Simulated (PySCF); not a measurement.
This PySCF input asks for the NMR shieldings of `C[SiH2][Si@@H](C#C)C1(Cl)CC1`, C$_{6}$H$_{11}$ClSi$_{2}$; the geometry comes from GFN2-xTB.

```python
import basis_set_exchange as bse
import numpy as np
from pyscf import gto, dft
from pyscf.prop import nmr

atoms = """
C    -0.262741    2.568790    1.204144
C    -0.162130    1.376115    1.082715
Si    0.039752   -0.454539    0.838204
Si    1.935360   -1.007212   -0.383693
C     3.227735    0.367781   -0.165964
C    -1.536074   -0.934973   -0.115541
Cl   -1.554771   -2.673579   -0.488736
C    -2.146378   -0.039307   -1.148999
C    -2.868968   -0.302111    0.134240
H    -0.362750    3.610503    1.319391
H    -0.108873   -1.040192    2.182930
H     1.668992   -1.160381   -1.821076
H     2.529699   -2.267555    0.084812
H     3.486357    0.499954    0.880876
H     2.855807    1.321009   -0.530582
H     4.143065    0.142236   -0.704728
H    -1.694537    0.931099   -1.294982
H    -2.534221   -0.484624   -2.052915
H    -3.748386   -0.927638    0.104966
H    -2.912085    0.485301    0.871901
"""
names = dict.fromkeys(["C", "Si", "Cl", "H"], "pcSseg-1")
basis = {el: gto.basis.parse(bse.get_basis(n, elements=[el], fmt="nwchem")) for el, n in names.items()}
mol = gto.M(atom=atoms, basis=basis, charge=0, verbose=0)
mf = dft.RKS(mol, xc="PBE0")
mf.grids.level = 2
mf.grids.alignment = dft.numint.BLKSIZE   # the property module wants whole blocks of grid points
mf.conv_tol = 1e-9
mf.kernel()

calc = nmr.RKS(mf)   # GIAO
C = mf.mo_coeff
Co = C[:, mf.mo_occ > 0]
resp = mf.gen_response(singlet=True, hermi=2)
def vind(x):   # induced exchange potential for any number of trial vectors
    d = np.einsum("pi,xij,qj->xpq", C, 2 * x.reshape(-1, C.shape[1], Co.shape[1]), Co, optimize=True)
    return np.einsum("xpq,pi,qj->xij", resp(d - d.transpose(0, 2, 1)), C, Co, optimize=True).ravel()
mo1, _ = nmr.rhf.solve_mo1(calc, with_cphf=vind)
sigma = calc.kernel(mo1)
for i, s in enumerate(sigma):   # ppm
    w = np.linalg.eigvalsh((s + s.T) / 2)
    print("%2d %-2s iso %8.1f  s11 %8.1f  s22 %8.1f  s33 %8.1f" % (i, mol.atom_pure_symbol(i), w.mean(), *w))
```

Problem. What are the results?

Solution. 
```
 0 C  iso     82.0  s11     -3.7  s22     -0.6  s33    250.2
 1 C  iso     99.7  s11      1.6  s22      8.1  s33    289.5
 2 Si iso    403.0  s11    365.4  s22    398.1  s33    445.6
 3 Si iso    427.7  s11    405.9  s22    410.9  s33    466.2
 4 C  iso    196.3  s11    189.9  s22    198.0  s33    201.0
 5 C  iso    153.3  s11    112.3  s22    126.3  s33    221.1
 6 Cl iso    799.8  s11    614.0  s22    690.3  s33   1095.0
 7 C  iso    171.0  s11    130.8  s22    175.5  s33    206.5
 8 C  iso    170.3  s11    131.4  s22    175.3  s33    204.1
 9 H  iso     29.9  s11     24.2  s22     24.8  s33     40.6
10 H  iso     26.9  s11     23.8  s22     25.0  s33     31.8
11 H  iso     27.6  s11     23.5  s22     27.3  s33     31.9
12 H  iso     27.6  s11     23.6  s22     26.4  s33     32.9
13 H  iso     31.6  s11     26.9  s22     29.2  s33     38.6
14 H  iso     31.4  s11     26.2  s22     30.2  s33     37.8
15 H  iso     31.3  s11     26.1  s22     27.8  s33     40.0
16 H  iso     30.6  s11     23.9  s22     28.9  s33     39.0
17 H  iso     30.7  s11     25.2  s22     27.8  s33     39.3
18 H  iso     30.6  s11     24.5  s22     27.9  s33     39.4
19 H  iso     30.5  s11     23.3  s22     29.0  s33     39.3
```

These numbers come from an equivalent density-fitted implementation of the same equations, which agrees with the script to about 0.01 ppm for H and up to a few tenths of a ppm for heavy atoms, so last digits may differ.

Problem. Turn these shieldings into chemical shifts. Referencing at the same level of theory: TMS for $^{13}$C (σref 186.93) and $^{29}$Si (σref 349.16) and $^{1}$H (σref 31.72); $^{35}$Cl (σref 949.78) against HCl.

Solution. Averaging equivalent atoms: C 0: 105.0; C 1: 87.2; C 5: 33.7; C 8: 16.7; C 7: 16.0; C 4: -9.4; Si 2: -53.9; Si 3: -78.5; Cl 6: 150; H 10: 4.86; H 11: 4.15; H 12: 4.08; H 9: 1.85; H 19: 1.20; H 16: 1.13; H 18: 1.10; H 17: 0.97; H 13/14/15: 0.30 ppm. 

Size and cost of the density-fitted run: 229 basis functions, 76 s wall time on 1 thread of an Arm Neoverse V2, shared host; peak memory 1 GiB.
